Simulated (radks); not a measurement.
Q: Ionisation of neutral rhodium, [Kr] 4d8 5s1, to [Kr] 4d8 as the strength of local exchange is varied. All-electron calculation, Dirac Kohn-Sham, Slater X-alpha exchange (alpha = 2/3 is LDA exchange), no correlation, spin-unpolarised, spherical densities, point nucleus; open shells are shared between the two j in proportion to 2j + 1. Program: a radial shooting solver on a logarithmic mesh with Libxc functionals.

| alpha | E(Rh) (hartree) | exchange (hartree) | IE (eV) | -e of the level emptied (eV) | <r> of it (bohr) |
|---|---|---|---|---|---|
| 0.654 | -4773.72151 | -127.28048 | 6.760 | 3.612 (5s1/2) | 3.359 |
| 0.667 | -4776.25223 | -129.88065 | 6.830 | 3.674 (5s1/2) | 3.346 |
| 0.739 | -4790.29329 | -144.33081 | 7.220 | 4.029 (5s1/2) | 3.277 |
| 0.755 | -4793.41921 | -147.55326 | 7.308 | 4.110 (5s1/2) | 3.262 |
| 0.8 | -4802.22195 | -156.63843 | 7.558 | 4.340 (5s1/2) | 3.221 |
| 0.878 | -4817.51873 | -172.46289 | 8.001 | 4.752 (5s1/2) | 3.152 |
| 0.906 | -4823.02185 | -178.16721 | 8.163 | 4.904 (5s1/2) | 3.128 |
| ? | -4846.28287 | -202.34424 | 8.860 | 5.565 (5s1/2) | 3.031 |

Which alpha was used in the last row?

A: alpha = 1.024. NIST Atomic Spectra Database: 7.459 eV (measured). The Delta-SCF value meets it near alpha = 0.78. Spin polarisation and multiplet splitting are left out, so open shells lie too high by an amount that depends on their filling. Sharing an open shell by 2j + 1 raises it above the true ground level by a part of the spin-orbit splitting, which enters the differences from NIST.

Beside tabulated values, note that spin-unpolarised runs miss the spin-polarisation part of the exchange energy of open shells.
